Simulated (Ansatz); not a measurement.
The Ge1–H4 bond of CH6GeO (SMILES C[O][GeH3]) is stretched (multiplicity 1, the rest rigid).
Geometry at rest (charge 0, multiplicity 1):
| atom | x (Å) | y (Å) | z (Å) |
|---|---|---|---|
| Ge | 0.7062 | -0.1175 | 0.1180 |
| O | -0.9059 | -0.1263 | -0.6599 |
| C | -1.9800 | 0.5128 | 0.0058 |
| H | 1.6113 | -0.8802 | -0.8543 |
| H | 1.1614 | 1.3442 | 0.3114 |
| H | 0.6049 | -0.8178 | 1.4893 |
| H | -1.7930 | 1.5836 | 0.1537 |
| H | -2.8707 | 0.4037 | -0.6151 |
| H | -2.1851 | 0.0600 | 0.9838 |

Cores are frozen in the correlated methods. Filled d and f shells under p-block atoms count as core.

Programs: Ansatz (Gaussian basis) for Hartree–Fock, density functionals and correlated methods. Values without a source in brackets are computed.

Energies above the point at 1.532 Å (the B3LYP-D3(BJ) bond length), FIC-MRCISD+Q on CASSCF(2,2)/cc-pVDZ (kcal/mol): 6.46 at 1.379 Å; 3.60 at 1.685 Å; 87.65 at 4.902 Å.

Q: Take the last value as the depth D of a Morse curve D(1 − e^(−a(R − R₀)))², fit a and R₀ to the two near points, and test it at 2.068 and 2.681 Å.

A: 
With D = 87.7, both near points (counted from the curve's value at 1.532 Å) are met by a = 1.52 Å⁻¹ and R₀ = 1.536 Å, so k = 2Da² = 407 kcal/(mol Å²). The curve then gives 27.0 and 59.7 kcal/mol; the level itself gives 28.5 and 65.5, so Morse is off by -1.4 and -5.8.

Ansatz is a program for electronic structure.
